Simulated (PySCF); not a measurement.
# Dipole response of Be⁺ (beryllium, charge +1)

[He] 2s1, 2S determinant. Computed with PySCF 2.14 in aug-cc-pVTZ-DK (5s4p3d2f, 46 functions), with the spin-free X2C one-electron Hamiltonian (Gaussian nucleus). Coupled (time-dependent) response in atomic units; α is the mean over directions.

```json
{"method": "UHF", "mean α (bohr³)": "24.82", "C₆ (like pair)": "70.64", "S(−4)": "1124"}
{"method": "PBE", "mean α (bohr³)": "21.55", "C₆ (like pair)": "57.46", "S(−4)": "845.9"}
{"method": "PBE0", "mean α (bohr³)": "22.25", "C₆ (like pair)": "60.20", "S(−4)": "902.1"}
{"method": "M06", "mean α (bohr³)": "19.40", "C₆ (like pair)": "46.23", "S(−4)": "775.5"}
{"method": "MN15", "mean α (bohr³)": "18.79", "C₆ (like pair)": "39.47", "S(−4)": "954.5"}
```

S(−4) is the Cauchy moment in α(ω) = α(0) + S(−4) ω² + …

α(iu) at M06:

```tsv
u (hartree)	α(iu) (bohr³)
0	19.40
0.0500	17.64
0.100	13.92
0.200	7.724
0.300	4.588
0.500	2.139
0.750	1.126
1.00	0.7070
1.50	0.3636
2.00	0.2269
3.00	0.1180
5.00	0.05188
```

A single London oscillator, α(iu) = α/(1 + u²/ω²), gives C₆ = (3/4) ω α². Matching the computed C₆ needs ω = 4 × 46.23 / (3 × 19.40²) = 0.164 hartree.

For an ion, C₆ is the dispersion term alone; charge-induced terms of lower order in 1/R come first.
